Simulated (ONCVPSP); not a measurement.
## Which change was made? (Sn, ONCV)

```
Element                 : Sn
Generator               : ONCVPSP 4.0.1
Type                    : optimised norm-conserving Vanderbilt (ONCV)
Functional              : PBE
Relativity              : fully relativistic
Frozen core             : [Kr] 4d10
Valence charge          : 4
Reference configuration : 5s2 5p2
Partial waves           : 5s: rc 2.20 bohr, ncon 3, nbas 7, qcut 2.3 1/bohr, 2 projectors, debl 3.1 Ha; 5p: rc 2.30 bohr, ncon 5, nbas 8, qcut 3.7 1/bohr, 2 projectors, debl 0.3 Ha; d scattering state at 0.23 Ha: rc 2.40 bohr, ncon 4, nbas 9, qcut 3.8 1/bohr, 3 projectors, debl 3.8 Ha
Local potential         : polynomial inside 1.45 bohr (lpopt 5, dvloc0 2 Ha)
Core correction         : none
```

Open shells are filled in proportion to 2j + 1.

Cutoffs, loose and tight: the cutoffs (Ha) at which the residual kinetic energy of the hardest occupied pseudo-wave falls to 1 and 0.1 mHa per electron. They do not see the model core or the augmentation charge, which bear on the density cutoff. Test errors are all-electron minus pseudo excitation energies from the reference, over the configurations 5s2 5p1; 5s2 5p0; 5s1 5p0; 5s0 5p4; variants that change the core or the reference have their own tests.

The base gives: outcome: generated; cutoff, loose: 24 Ha; cutoff, tight: 40 Ha; bound ghosts: none; GHOST(+) flags above zero: s, p3/2, d5/2, p1/2, d3/2; largest test error (meV): +123.

Q: After one change the result is: outcome: generated; cutoff, loose: 8.2 Ha; cutoff, tight: 22 Ha; bound ghosts: none; GHOST(+) flags above zero: s; largest test error (meV): +58. Which change was it?
A. all radii scaled by about 1.20 (s 2.64, p 2.76, d 2.88 bohr); local potential polynomial inside 1.74 bohr (lpopt 5, dvloc0 2 Ha)
B. core [Ar] 3d10, valence charge 22; reference 4s2 4p6 4d10 5s2 5p2; waves now 4s+5s: rc 1.50 bohr, ncon 4, nbas 8, qcut 8.1 1/bohr, 2 projectors; 4p+5p: rc 1.45 bohr, ncon 4, nbas 8, qcut 7.7 1/bohr, 2 projectors; 4d: rc 1.70 bohr, ncon 3, nbas 7, qcut 10 1/bohr, 2 projectors, debl 0.9 Ha; f scattering state at 0.39 Ha: rc 1.45 bohr, ncon 5, nbas 8, qcut 7.9 1/bohr, 2 projectors, debl 1.4 Ha; local potential polynomial inside 1.40 bohr (lpopt 5, dvloc0 -1 Ha)
C. s: qcut 3; p: qcut 4.9; d: qcut 5

A: A. The others give: core [Ar] 3d10, valence charge 22; reference 4s2 4p6 4d10 5s2 5p2; waves now 4s+5s: rc 1.50 bohr, ncon 4, nbas 8, qcut 8.1 1/bohr, 2 projectors; 4p+5p: rc 1.45 bohr, ncon 4, nbas 8, qcut 7.7 1/bohr, 2 projectors; 4d: rc 1.70 bohr, ncon 3, nbas 7, qcut 10 1/bohr, 2 projectors, debl 0.9 Ha; f scattering state at 0.39 Ha: rc 1.45 bohr, ncon 5, nbas 8, qcut 7.9 1/bohr, 2 projectors, debl 1.4 Ha; local potential polynomial inside 1.40 bohr (lpopt 5, dvloc0 -1 Ha) → outcome: generated, projector energies reset by the program; cutoff, loose: 34 Ha; cutoff, tight: 39 Ha; bound ghosts: none; GHOST(+) flags above zero: none; largest test error (meV): +30 | s: qcut 3; p: qcut 4.9; d: qcut 5 → outcome: generated; cutoff, loose: 6.9 Ha; cutoff, tight: 28 Ha; bound ghosts: p3/2, p1/2; GHOST(+) flags above zero: s, d5/2, d3/2; largest test error (meV): +139.
